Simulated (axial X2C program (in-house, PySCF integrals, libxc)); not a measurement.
## The P pπ splitting in different molecules (EOM-EA-CCSD)

Calculated with an in-house all-electron X2C program for linear molecules (integrals from PySCF): two-component X2C with atomic mean-field Coulomb and Gaunt terms, Dyall basis sets with cores contracted in-house.

The first pair of π-type roots with Ω = 1/2 and 3/2, reached by adding an electron to a closed-shell reference; vertical energies, inner shells frozen. Splitting means E(3/2) − E(1/2).

Basis sets: Br dyall-acv3z, F dyall-av3z, H dyall-av3z, O dyall-av3z, P dyall-av3z. Correlated electrons in EOM-CCSD (inner shells frozen, about 90 virtual spinors): PH²⁺ 4, PO⁺ 10, PF²⁺ 10, P₂ 10, PBr²⁺ 10.

```tsv
species	reference	R (Å)	main character	spinor gap ε(3/2) − ε(1/2), HF (cm⁻¹)
PH⁺	PH²⁺	1.439	83% P pπ, 9% H pπ	290
PO	PO⁺	1.485	61% P pπ, 16% O pπ	220
PF⁺	PF²⁺	1.522	80% P pπ, 9% F pπ	320
P₂⁻	P₂	1.891	58% P pπ, 18% P dπ	n/a
PBr⁺	PBr²⁺	2.063	66% P pπ, 17% Br pπ	170
```

Q: Should these pairs be regular or inverted?

A: Regular: one electron outside a closed shell puts Ω = 1/2 lowest, with the sign of the spinor gap.

EOM-EA-CCSD gives:

```json
{"species": "PH⁺", "binding Ω = 1/2 (eV)": "18.908", "binding Ω = 3/2 (eV)": "18.869", "splitting (cm⁻¹)": "310", "lowest root?": "yes"}
{"species": "PO", "binding Ω = 1/2 (eV)": "8.329", "binding Ω = 3/2 (eV)": "8.303", "splitting (cm⁻¹)": "208", "lowest root?": "yes"}
{"species": "PF⁺", "binding Ω = 1/2 (eV)": "18.215", "binding Ω = 3/2 (eV)": "18.173", "splitting (cm⁻¹)": "335", "lowest root?": "yes"}
{"species": "P₂⁻", "binding Ω = 1/2 (eV)": "0.279", "binding Ω = 3/2 (eV)": "0.256", "splitting (cm⁻¹)": "191", "lowest root?": "yes"}
{"species": "PBr⁺", "binding Ω = 1/2 (eV)": "16.053", "binding Ω = 3/2 (eV)": "15.938", "splitting (cm⁻¹)": "929", "lowest root?": "yes"}
```

A negative binding energy means unbound at this level; the spinor gap is withheld where the HF spinor is unbound or of another character. A small p share on a heavy partner can supply much of the splitting, and mixing of Ω = 1/2 with σ states shifts it further.

States that need a further excitation are missing; levels can be off by some tenths of an eV, splittings by less.
